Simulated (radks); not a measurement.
Spherical quantum dot in the effective-mass picture: electrons in a hard-walled sphere of radius 3.79, all in effective atomic units (hartree* = m*/eps^2 hartree, bohr* = eps/m* bohr), one dielectric constant everywhere. Calculated with a radial shooting solver with Libxc functionals: non-relativistic Kohn-Sham, exchange-only LDA, spin-polarised, spherical densities. Levels are named by radial order and angular momentum (1s, 1p, 1d, 2s, ...), and open shells are averaged over m. Results are scaled to m* = 0.047 and eps = 16.2, for which hartree* = 4.873 meV and bohr* = 18.24 nm.

N = 15, configuration 1s2 1p6 1d(up 5, down 2). This is the lowest configuration that the search found. Occupied and some empty levels:

level,occupation,eigenvalue (meV),<r> (nm)
1s up,1,26.552,44.66
1s down,1,26.825,44.40
1p up,3,27.537,47.04
1p down,3,27.827,46.94
1d up,5,29.170,48.92
1d down,2,29.468,48.88
1f up,0,31.360,50.43
1f down,0,31.663,50.43
2s up,0,32.277,31.39
2s down,0,32.413,31.37
2p up,0,35.297,36.36
2p down,0,35.475,36.28

Energy (meV): total 239.909, kinetic 71.942, external 0, Hartree 192.54, exchange-correlation -24.569.

Electron density:

r (nm),n(r) (e/nm^3)
1.94,1.411e-06
7.10,1.714e-06
12.3,2.455e-06
17.4,3.816e-06
22.6,6.012e-06
27.8,9.179e-06
32.9,0.00001320
38.1,0.00001744
43.2,0.00002059
48.4,0.00002081
53.6,0.00001685
58.7,9.612e-06
63.9,2.703e-06
69.1,2.828e-09
